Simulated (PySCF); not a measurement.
## [C7H7Cl]-: g tensor and hyperfine couplings

Species: C7H7Cl (charge -1 and doublet state).
SMILES with atom numbers: `[CH3:1][C@@:2]12[CH-:3][CH:4][C@@H:5]1[CH:6]=[C:7]2[Cl:8]` (hydrogens: H9, H10, H11 on C1; H12 on C3; H13 on C4; H14 on C5; H15 on C6)

Cartesian coordinates in Å at the GFN2-xTB level; atoms count from 1:
```xyz
15
C7H7Cl angstrom
C     -0.446   -0.004   -1.860
C     -0.234   -0.009   -0.360
C     -0.523   -1.242    0.438
C      0.685   -1.235    1.067
C      1.157    0.008    0.368
C      0.697    1.242    1.097
C     -0.487    1.292    0.397
Cl    -2.130    1.727    1.108
H      0.004    0.884   -2.303
H     -1.513   -0.002   -2.087
H      0.003   -0.890   -2.312
H     -1.451   -1.769    0.605
H      1.054   -1.708    1.968
H      2.119    0.017   -0.155
H      1.060    1.695    2.005
```

The calculation used PySCF, UKS B3LYP, pcH-1 on C Cl H, non-relativistic, mean-field spin-orbit, GIAO. Whether the extra electron is bound in the gas phase wasn't checked; a finite basis holds it in any case. A GFN2-xTB geometry isn't a minimum of the functional, and hyperfine couplings can be far from their values at a DFT geometry, by a factor of two or more for some ions and for spin on atoms past the first row. No stability test was run, so a lower SCF solution isn't excluded.

| Quantity | Value |
| --- | --- |
| g1, g2, g3 | 2.00221, 2.00336, 2.00651 |
| g_iso | 2.00403 |
| Form of g | rhombic: the two nearest values differ by 27 % of g3 − g1 |
| ⟨S²⟩ | 0.7565 (exact 0.7500) |
| α and β electrons | 34, 33 |
| HOMO–LUMO gap, α and β orbitals | 2.89, 4.79 eV |
| Total energy | -731.03620 Eh |

Isotropic coupling and dipolar principal values T1 to T3, in MHz; ρ(0) is the spin density at the nucleus:

| atom | isotope | a_iso | of which spin–orbit | T1 | T2 | T3 | Mulliken spin population | ρ(0) (bohr⁻³) |
| --- | --- | --- | --- | --- | --- | --- | --- | --- |
| C1 | 13C | 47.3 | 0.0 | -1.1 | -0.7 | 1.9 | 0.01 | 0.0421 |
| C2 | 13C | 1.0 | 0.0 | -3.6 | -2.6 | 6.2 | 0.01 | 0.0009 |
| C3 | 13C | 30.9 | 0.0 | -14.3 | -13.2 | 27.4 | 0.16 | 0.0275 |
| C4 | 13C | 80.5 | 0.0 | -13.3 | -10.5 | 23.8 | 0.15 | 0.0716 |
| C5 | 13C | -12.3 | 0.0 | -1.8 | 0.3 | 1.4 | -0.04 | -0.0109 |
| C6 | 13C | 87.5 | 0.0 | -25.1 | -22.1 | 47.2 | 0.32 | 0.0778 |
| C7 | 13C | 349.2 | 0.1 | -28.5 | -22.2 | 50.8 | 0.31 | 0.3105 |
| Cl8 | 35Cl | 64.0 | 0.0 | -17.8 | -14.8 | 32.6 | 0.07 | 0.1459 |
| H9 | 1H | -1.6 | 0.0 | -2.8 | -0.7 | 3.6 | 0.01 | -0.0004 |
| H10 | 1H | 0.3 | 0.0 | -2.4 | -1.0 | 3.3 | 0.00 | 0.0001 |
| H11 | 1H | -2.2 | 0.0 | -2.3 | -0.6 | 3.0 | 0.00 | -0.0005 |
| H12 | 1H | -6.3 | 0.0 | -7.4 | -0.1 | 7.6 | -0.01 | -0.0014 |
| H13 | 1H | -1.0 | 0.0 | -6.8 | 0.1 | 6.7 | 0.01 | -0.0002 |
| H14 | 1H | 23.6 | 0.0 | -2.3 | -0.3 | 2.6 | 0.01 | 0.0053 |
| H15 | 1H | -21.3 | 0.0 | -13.0 | -0.2 | 13.2 | -0.01 | -0.0048 |

The Mulliken spin populations are largest on C6 (+0.32), C7 (+0.31), C3 (+0.16) and C4 (+0.15).

C4, the radical centre as drawn in `C[C@@]12[CH-][CH][C@@H]1C=C2Cl`, holds a spin population of +0.15 out of 1.

Under fast tumbling the dipolar parts average out, and these isotropic splittings remain: 1 × 35Cl (Cl8, I = 3/2, 4 lines) with 2.28 mT, 1 × 1H (H14, I = 1/2, 2 lines) with 0.84 mT, 1 × 1H (H15, I = 1/2, 2 lines) with 0.76 mT, 1 × 1H (H12, I = 1/2, 2 lines) with 0.23 mT, 3 × 1H (H9/H10/H11, I = 1/2, 4 lines) with 0.04 mT and 1 × 1H (H13, I = 1/2, 2 lines) with 0.03 mT.

Means are taken over nuclei equivalent by connectivity, which assumes that they swap fast.

Main isotope only: 35Cl (natural samples also hold 24 % 37Cl, magnetic too, which adds its own pattern).

The 13C coupling of C7 (349.2 MHz) shows only in satellite lines or after enrichment, since that isotope makes up about 1.07 % of natural carbon.

Examples of negative spin density at the nucleus (bohr⁻³): C5 (-0.0109), H15 (-0.0048) and H12 (-0.0014).
